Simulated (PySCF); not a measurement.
CH2NS, SMILES N[C]=S, multiplicity 2. Geometry optimised at r2SCAN-D4/def2-TZVP. The isomer is the one that the SMILES or the coordinates give; other isomers of the formula were not compared. One conformer was computed; it need not be the lowest.

Level of theory: r2SCAN-D4/def2-TZVP (PySCF).

Harmonic wavenumbers (cm⁻¹): 374, 458, 592, 884, 1154, 1532, 1631, 3421, 3622. Rotational constants (GHz): 125.5, 5.893, 5.628; symmetry number 1.

### Question
Work out the zero-point energy and the ideal-gas rigid-rotor harmonic-oscillator thermochemistry at 298.15 K and 1 atm.

### Answer
ZPE = ½ Σ hcν = ½ × 13667 cm⁻¹ = 19.54 kcal/mol. H − E(el) = 22.44 kcal/mol. Entropy in cal/(mol K): translation 38.20, rotation 21.87, vibration 2.52, spin 1.38, total 63.97. G − E(el) = 3.36 kcal/mol. Cp = 12.74 cal/(mol K).
